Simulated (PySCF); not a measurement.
# Ionisation and electron attachment of `C#CC=C(CC)CC` (C8H12)

Parent: `C#CC=C(CC)CC` (C8H12). Non-hydrogen atoms are numbered in `[CH:1]#[C:2][CH:3]=[C:4]([CH2:5][CH3:6])[CH2:7][CH3:8]`.

Energies: ωB97X-D3(BJ)/ma-def2-TZVP (PySCF, density fitting, integration grid level 2) on PBE0-D3(BJ)/ma-def2-SVP structures. The prefix ma- adds one diffuse s and one diffuse p function on all atoms but H. Zero-point and thermal terms (298.15 K, 1 bar) come from unscaled GFN2-xTB harmonic frequencies, with soft modes damped to free rotors in the entropy. These were taken at the GFN2-xTB minima.

Frontier levels of the parent: HOMO -8.77 eV, LUMO 1.00 eV.

Oxidation to the radical cation:
- Vertical ionisation energy (electronic): 8.49 eV
- Adiabatic ionisation energy (with zero-point energy): 8.23 eV
- Adiabatic, electronic part: 8.30 eV
- Vertical gap at the product's structure: 8.00 eV
- Inner reorganisation energy (four-point): 485 meV
- Relaxation of product / of parent: 181 / 304 meV
- ⟨S²⟩ of the product: 0.777
- Largest spin populations: C1 0.48, C3 0.32, C4 0.25, C2 -0.10
- Largest changes of atomic charge: C1 0.23, C4 0.21, C3 0.12
- Distances that move most (Å): C3–C4 1.351 → 1.416; C2–C3 1.421 → 1.377; C4–C7 1.503 → 1.473; C4–C5 1.503 → 1.474
- Potential in acetonitrile: 6.21 V absolute, 1.66 V against Fc+/Fc computed at 4.54 V (solvation -17 → -209 kJ/mol)

Reduction to the radical anion:
| Quantity | Value |
| --- | --- |
| Vertical electron affinity (electronic) | -0.88 eV |
| Adiabatic electron affinity (with zero-point energy) | -0.54 eV |
| Adiabatic, electronic part | -0.69 eV |
| Vertical gap at the product's structure | 0.11 eV |
| ⟨S²⟩ of the product | 0.775 |
| Largest spin populations | C4 0.51, C1 0.28, C2 0.10 |
| Largest changes of atomic charge | C1 -0.29, C4 -0.21, C3 -0.09, H (on C1) -0.08 |
| Distances that move most (Å) | C3–C4 1.351 → 1.412; C1–C2 1.216 → 1.268; C2–C3 1.421 → 1.380; C1–H 1.074 → 1.095 |
| Potential in acetonitrile | 1.62 V absolute, -2.92 V against Fc+/Fc computed at 4.54 V (solvation -17 → -222 kJ/mol) |

Solvents are IEF-PCM continua (electrostatics only, gas-phase structures); absolute potentials refer to an electron at rest in vacuum. Fc+/Fc in acetonitrile, 4.54 V, is ωB97X-D3(BJ)/ma-def2-TZVP on PBE0-D3(BJ)/def2-SVP structures with GFN2-xTB thermal terms. Benchmark calculations put it near 5.0 V in acetonitrile and DMSO, so it is about 0.5 V low, and the value against it can read up to that much too high.

Measured values (NIST Chemistry WebBook, evaluated or the median of agreeing entries): adiabatic ionisation energy 8.54 eV (computed 8.23, difference -0.31).

Caveats: the gas-phase radical anion comes out unbound at this level, so its gas-phase values hang on the basis; a negative vertical affinity means that the electron isn't bound at that structure, so the value and what is derived from it hang on the basis.

Run with `OMP_NUM_THREADS=1 python redox_run.py task.json out` on 1 thread of Arm Neoverse V1, a shared host. Structures, frequencies and single points: 22 min of wall time.

Differences come from unrounded values, so a last digit can differ from that of the printed terms.
